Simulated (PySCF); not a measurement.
Ga2(mu-F)2(F)4, F₆Ga₂, singlet (CAM-B3LYP/def2-SVP optimised geometry):

```
8

Ga    -0.349    -0.384     0.000
Ga    -1.672     1.534     1.778
F     -1.010    -0.249     1.778
F     -1.371    -1.399    -0.941
F      1.371    -0.384     0.000
F     -1.011     1.399     0.000
F     -3.392     1.534     1.779
F     -0.651     2.550     2.719
```

Calculation: CAM-B3LYP/def2-TZVP (PySCF).

What are the frontier orbital energies and the dipole moment?

HOMO-2 -13.58 eV, HOMO-1 -13.51 eV, HOMO -13.50 eV, LUMO -1.57 eV, LUMO+1 -0.17 eV; dipole moment 0.00 D.

On the same geometry PBE/def2-TZVP run with PySCF 2.14.0 gives HOMO-2 -9.85 eV, HOMO-1 -9.79 eV, HOMO -9.79 eV, LUMO -3.51 eV, LUMO+1 -2.19 eV; dipole moment 0.00 D.

Meta-Löwdin charges at CAM-B3LYP/def2-TZVP: Ga1 1.39, Ga2 1.39, F3 -0.44, F4 -0.47, F5 -0.47, F6 -0.44, F7 -0.47, F8 -0.47.
